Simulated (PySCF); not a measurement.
Sn(Me)(NH2)3 (CH9N3Sn), SMILES [CH3][Sn]([NH2])([NH2])[NH2]. Geometry optimised at B3LYP-D3(BJ)/def2-SVP. The def2 effective core potentials stand for the cores of Sn; spin–orbit coupling is left out. The values are those of a single conformer.

Computed equilibrium geometry at B3LYP-D3(BJ)/def2-SVP (PySCF confirms it by a frequency run) as a Z-matrix (one conformer of several):
```
Sn
N 1 2.0492
H 2 1.0202 1 112.66
H 2 1.0202 3 107.59 1 -124.71
N 1 2.0598 2 101.68 3 57.56
H 5 1.0207 1 113.30 2 -179.00
H 5 1.0208 6 107.22 1 125.00
N 1 2.0599 2 101.68 3 -178.75
H 8 1.0207 1 113.28 2 178.35
H 8 1.0208 9 107.21 1 -125.01
C 1 2.1630 2 119.75 3 -60.61
H 11 1.0993 1 109.74 2 -117.36
H 11 1.0993 12 109.85 1 120.81
H 11 1.0993 12 109.08 13 119.48
```
